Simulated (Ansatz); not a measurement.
Breaking the Te1–F2 bond in FHOTe (SMILES O[Te]F) (multiplicity 1 held, fragments rigid). Energies count from the point at 1.925 Å.
Geometry at that point (charge 0, multiplicity 1):
| atom | x (Å) | y (Å) | z (Å) |
|---|---|---|---|
| Te | 0.1195 | 0.0429 | 0.3093 |
| F | -1.0755 | 1.1330 | -0.7345 |
| O | 0.3087 | -1.4058 | -0.9812 |
| H | 0.9930 | -1.1827 | -1.6249 |

U- levels take the lowest unrestricted solution at each point, which mixes spins at long bonds. Active spaces are followed from a long bond inwards. Levels need not reach the same state.

Cores are frozen in the correlated methods. Filled d and f shells under p-block atoms count as core.

Run with Ansatz (a quantum-chemistry and plane-wave program) with Gaussian orbitals.  In def2 rows elements past Kr take small-core potentials, without spin–orbit coupling.

Energies in kcal/mol.

```csv
R (Å),U-HF/def2-SVP,U-CCSD(T)/def2-SVP,"FIC-MRCISD on CASSCF(6,4)/def2-SVP","FIC-MRCISD+Q on CASSCF(6,4)/def2-SVP"
1.540,87.3,96.5,94.5,95.9
1.733,14.2,18.5,17.7,18.3
1.925,0.0,0.0,0.0,0.0
2.118,9.7,5.4,6.1,___
2.310,27.3,19.9,20.2,19.9
2.599,36.6,44.3,42.2,___
2.888,38.3,62.7,57.6,___
3.369,38.9,72.9,68.4,70.1
3.850,38.8,74.6,71.1,73.0
4.428,38.8,74.7,71.7,73.6
5.198,38.9,74.8,71.8,73.7
6.160,38.9,74.9,71.8,73.7
```

Question: Complete the blanks.

Answer: 
- 2.118, FIC-MRCISD+Q on CASSCF(6,4)/def2-SVP: 5.7
- 2.599, FIC-MRCISD+Q on CASSCF(6,4)/def2-SVP: 42.3
- 2.888, FIC-MRCISD+Q on CASSCF(6,4)/def2-SVP: 58.6

Doubts at one or more of the structures used: a spin-contaminated determinant (U-HF/def2-SVP, U-CCSD(T)/def2-SVP); T1 above 0.05 (U-CCSD(T)/def2-SVP); active orbitals that take no part (FIC-MRCISD on CASSCF(6,4)/def2-SVP, FIC-MRCISD+Q on CASSCF(6,4)/def2-SVP).
